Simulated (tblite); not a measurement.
Species: C6H7SSi (doublet state).
SMILES with atom numbers: `[SiH3:1][S:2][c:3]1[cH:4][cH:5][c:6][cH:7][cH:8]1` (hydrogens: H9, H10, H11 on Si1; H12 on C4; H13 on C5; H14 on C7; H15 on C8)

Cartesian coordinates in Å at the GFN2-xTB level; atoms count from 1:
```
atom  x, y, z in Å
Si1    2.9223    0.2923   -0.0863
S2     1.4852   -0.9760    0.8888
C3    -0.1221   -0.4379    0.3595
C4    -1.2073   -1.1146    0.9056
C5    -2.5025   -0.7633    0.5413
C6    -2.6484    0.2534   -0.3565
C7    -1.6173    0.9445   -0.9174
C8    -0.3204    0.5895   -0.5496
H9     2.8106    0.1081   -1.5289
H10    4.1668   -0.2271    0.4495
H11    2.6697    1.6744    0.3047
H12   -1.0355   -1.9120    1.6125
H13   -3.3460   -1.2881    0.9625
H14   -1.7746    1.7430   -1.6265
H15    0.5149    1.1219   -0.9811
```

All values are computed: GFN2-xTB (tblite) harmonic vibrations without scaling, gas phase. Against measured fundamentals such values can be off by several per cent, at times by over 20. Modes of hydrogen on silicon can be 10 to 20 % off. One conformer, not necessarily the lowest. Open shells enter through the occupations alone, without spin polarisation, and single modes of such species can be off by tens of per cent. The optimisation stopped once no atom felt more than 0.01 eV/Å.

Lowest wavenumbers of the output (negative numbers stand for imaginary wavenumbers):
```
mode    cm-1
  1     -22.8
  2     136.2
  3     163.9
  4     205.5
  5     260.3
  6     333.5
  7     389.7
  8     422.6
```

Task: Is this structure a minimum?

Result: Not by this Hessian. 1 mode is imaginary beyond 20i (23i cm⁻¹), so at this level the point lies at or near a first-order saddle. The curvature is small, so loose convergence or finite differences may be the whole cause.

Task: Which atoms move in the imaginary mode?

Result: 23i: S2 (sulfur bonded to C and Si) 26 %, Si1 (silicon bonded to S and 3 H) 21 %, C5 (carbon bonded to 2 C and H) 12 %, C8 (carbon bonded to 2 C and H) 12 %. These are shares of the mass-weighted motion.

Task: What is the remedy?

Result: Step along that mode in both directions, optimise again with tighter thresholds and repeat the frequencies. The zero-point energy of this point (63.0 kcal/mol) counts the 38 real modes alone, and thermal corrections from it aren't those of a minimum.

Time: 0.68 s. Hardware: one thread of an Intel Xeon at 2.60 GHz, on a shared host. This covers the Hessian and the dipole derivatives.
